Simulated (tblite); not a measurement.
Species: C9H9 (doublet state).
Cartesian coordinates in Å at the GFN2-xTB level; atoms count from 1:
```xyz
18
C9H9 angstrom
C      0.1463    2.9271    0.3678
C     -0.1849    1.8021   -0.1945
C      0.6037    0.5683   -0.1249
C      1.9572    0.4806   -0.1096
C      2.3477   -0.9096   -0.1189
C      1.2398   -1.6747   -0.1376
C      0.0688   -0.8023   -0.1095
C     -1.1919   -1.2501   -0.0061
C     -2.4324   -0.4417    0.1376
H      0.9451    3.3021    0.9652
H     -1.1028    1.7285   -0.7665
H      2.6468    1.3049   -0.1295
H      3.3687   -1.2467   -0.1195
H      1.1808   -2.7472   -0.1389
H     -1.3353   -2.3245   -0.0188
H     -2.7910   -0.1268   -0.8445
H     -2.2561    0.4494    0.7356
H     -3.2191   -1.0332    0.6009
```

Computed values, GFN2-xTB/tblite, gas phase, harmonic and unscaled. Errors from tens to a few hundred cm⁻¹ against measured bands are possible. One conformer, not necessarily the lowest. Open shells enter through the occupations alone, without spin polarisation, and single modes of such species can be off by tens of per cent.

Harmonic wavenumbers (cm⁻¹): 55.1, 87.8, 132.5, 187.7, 240.4, 261.0, 297.3, 347.9, 473.3, 517.2, 559.8, 606.1, 655.9, 699.9, 774.8, 783.5, 812.5, 834.4, 842.3, 861.9, 922.8, 998.2, 1014.5, 1044.8, 1087.8, 1122.4, 1129.7, 1193.0, 1203.2, 1250.9, 1312.7, 1338.0, 1395.2, 1472.2, 1478.6, 1513.1, 1595.1, 1663.7, 1675.7, 2976.5, 3003.8, 3031.0, 3035.1, 3046.2, 3124.9, 3136.4, 3144.4, 3183.3.

A = 1967, B = 1868, C = 976.6 MHz; mass 117.070 u (most abundant isotopes); point group C1, symmetry number 1; spin multiplicity 2.

Question: What is the zero-point energy?

Answer: ½Σν̃ = 31062 cm⁻¹ = 88.81 kcal/mol.

Question: What is S at 298.15 K and 1 bar for an ideal gas of classical rigid rotors and harmonic oscillators?

Answer: Translation 40.21, rotation 28.88, vibration 24.51, spin (R ln 2) 1.38: S = 95.0 cal/(mol K).

Question: And Cp and H(298.15 K) − H(0)?

Answer: Cp = 36.27 cal/(mol K), of which vibrations give 28.32 (their classical limit is 48 R = 95.4); H(298.15 K) − H(0) = 6.39 kcal/mol without the zero-point energy, 4.02 from vibrations.

Question: How do the functions run with temperature in this model?

Answer: 
```csv
T (K),S (cal/(mol K)),Cp (cal/(mol K)),H − H(0) (kcal/mol),G − H(0) (kcal/mol),ln q(vib)
100,68.2,16.8,1.19,-5.63,1.24
200,82.7,26.1,3.33,-13.21,3.36
300,95.2,36.5,6.45,-22.11,5.59
500,118.3,54.5,15.66,-43.50,10.25
800,148.0,71.3,34.78,-83.59,17.17
1000,164.7,78.4,49.79,-114.90,21.51
```

q(vib) and H(0) count from the zero-point level.

Question: What must be added to the electronic energy to get the Gibbs energy at 298.15 K and 1 bar?

Answer: ZPE + [H(298.15 K) − H(0)] − T·S = 88.81 + 6.39 − 28.32 = 66.88 kcal/mol.

Question: Which modes carry the vibrational entropy at 298.15 K?

Answer: 55.1 cm⁻¹: 4.63; 87.8 cm⁻¹: 3.71; 132.5 cm⁻¹: 2.91; 187.7 cm⁻¹: 2.25; 240.4 cm⁻¹: 1.80; 261.0 cm⁻¹: 1.66 cal/(mol K); the other 42 give 7.56 together.

Question: Blend soft modes into free rotors: weight 1/[1 + (100 cm⁻¹/ν̃)⁴] for the oscillator and the rest for a rotor with moment μB/(μ + B), μ = h/(8π²ν), B = 10⁻⁴⁴ kg m². What vibrational entropy results?

Answer: 22.91 cal/(mol K) in place of 24.51, which changes −T·S at 298.15 K by +0.48 kcal/mol.

Hindered rotation and anharmonicity are outside this model. Other conformers, if any are populated, would add a mixing term that is left out. The structure is chiral; the term R ln 2 for an equal mix with its mirror image is left out.

On one thread, Arm Neoverse V2 (aarch64), on a shared host, this took 0.49 s wall. The figure is for the frequency step alone.
